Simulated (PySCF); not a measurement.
## Spin states of RbTe

Unrestricted PBE0; PySCF, scalar-relativistic core potentials, basis sets Rb def2-SVP with ECP28, Te def2-SVP with ECP28. Outer shells of the fragments: Rb 5s1; Te 4d10 5s2 5p4.

Followed along the bond (rough minima from three points):

```
2Ms+1   unpaired  ⟨S²⟩ at the start  R at minimum (Å)  Te (eV)
    2        π ↑               0.75              3.35     0.00
    2        σ ↑               0.75              3.21     0.37
    4  σ ↑, π ↑↑               3.75  none in the scan   ≤ 2.20
```

Solutions found at the starting distance of 3.380 Å, counted from the lowest of them; the search is not exhaustive and high or unbound solutions are not listed, so other states can lie among these:

| 2Ms+1 | unpaired | term | E (eV) | ⟨S²⟩ | ⟨Lz²⟩ | μ (D) |
| --- | --- | --- | --- | --- | --- | --- |
| 2 | π ↑ | ²Π | 0.00 | 0.75 | 1.01 | -11.35 |
| 2 | σ ↑ | ²Σ⁺ | 0.41 | 0.75 | 0.00 | -12.46 |
| 4 | σ ↑, π ↑↑ | ⁴Σ⁻ | 2.34 | 3.75 | 0.00 | 2.29 |
| 2 | σ ↓, π ↑↑ | mixed | 2.38 | 1.75 | 0.00 | 2.80 |
| 4 | σ ↑↑, π ↑ | ⁴Π | 2.54 | 3.75 | 1.01 | 2.43 |
| 2 | σ ↑, π ↑↓ | mixed | 2.72 | 1.76 | 2.01 | 2.52 |
| 4 | π ↑↑↑ | ⁴Π | 3.49 | 3.75 | 1.00 | 1.91 |
| 4 | σ ↑, π ↑↑ | mixed | 3.77 | 3.75 | 2.00 | 2.04 |
| 2 | σ ↑ | mixed | 3.82 | 0.75 | 2.01 | 2.46 |
| 4 | σ ↑, π ↑↑ | mixed | 3.83 | 3.75 | 2.00 | 3.02 |
| 2 | π ↑↑, δ ↓ | mixed | 4.32 | 1.75 | 4.00 | 1.25 |

A term symbol is given only where ⟨S²⟩ and ⟨Lz²⟩ are close to those of a pure state; real π, δ and φ orbitals otherwise mix terms. A positive dipole means Rb(−)Te(+).

Spin–orbit coupling is left out. Counting both spins, an empty level lies below a filled one in some of these solutions, because spin and occupation are held.
